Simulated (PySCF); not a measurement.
Compound: C₃H₈B (charge -1).
Z-matrix (Å and degrees, PBE0-D3(BJ)/def2-SVP geometry), rows numbered from 1:
```
B 
C   1  1.6111
C   2  1.3487  1  131.94
C   3  1.5003  2  125.34  1    -0.06
H   1  1.2483  2  114.02  3     0.11
H   1  1.2533  2  109.01  3   122.11
H   1  1.2533  2  109.00  3  -121.85
H   2  1.1069  1  115.30  3   179.95
H   3  1.1046  2  119.84  1   179.95
H   4  1.1082  3  112.31  2   120.24
H   4  1.1082  3  112.32  2  -120.41
H   4  1.1001  3  109.56  2    -0.07
```

Computed with PySCF at PBE0/pcSseg-1, non-relativistic, on one gas-phase PBE0-D3(BJ)/def2-SVP geometry that isn't relaxed in the solvent. The solvent is an IEF-PCM continuum (Bondi radii, 1.10 Å for H, scaled by 1.2). Specific hydrogen bonds and non-electrostatic terms are outside this model.

Gas phase at PBE0/pcSseg-1: HOMO -1.33 eV, LUMO 5.71 eV.

What does the continuum do to the energy and the frontier levels at PBE0/pcSseg-1 in chloroform and dichloromethane?

| solvent | ε | E(solvent) − E(gas) (kJ/mol) | polarisation term (kJ/mol) | distortion of the solute (kJ/mol) | HOMO (eV) | LUMO (eV) |
| --- | --- | --- | --- | --- | --- | --- |
| chloroform | 4.711 | -189.77 | -194.56 | 4.79 | -5.00 | 2.26 |
| dichloromethane | 8.93 | -215.52 | -222.30 | 6.78 | -5.47 | 1.81 |

Polarisation term: ½ Σ q·V over the induced surface charges. Distortion: the rise of the solute's own energy as its density leaves the gas-phase optimum. From chloroform to dichloromethane the lowering changes by a factor 1.14, Born's factor 1 − 1/ε by 1.13 and ε itself by 1.9.

Which radius a makes Born's formula ΔE = −(q²/2a)(1 − 1/ε) give the value in dichloromethane?

a = q²(1 − 1/ε)/(2|ΔE|) = 2.86 Å, with q = -1 e and |ΔE| = 0.0821 Eh; the farthest nucleus lies 2.63 Å from the centroid of the nuclei. The formula assumes a point charge at the centre of a sphere.

Which ESP-fitted charges (PBE0/pcSseg-1) respond most in chloroform (means over atoms taken as equivalent)?

```csv
atoms,environment,gas (e),solvent (e),change
H9,vinylic hydrogen,+0.022,+0.060,+0.038
C2,alkene CH carbon,-0.252,-0.279,-0.027
C3,alkene CH carbon,-0.172,-0.194,-0.022
C4,allylic carbon,-0.088,-0.110,-0.022
H10/H11/H12,methyl hydrogen,+0.019,+0.041,+0.022
B1,four-coordinate boron,+0.056,+0.038,-0.018
H8,vinylic hydrogen,+0.072,+0.086,+0.014
H5/H6/H7,B–H hydrogen,-0.232,-0.241,-0.009
```
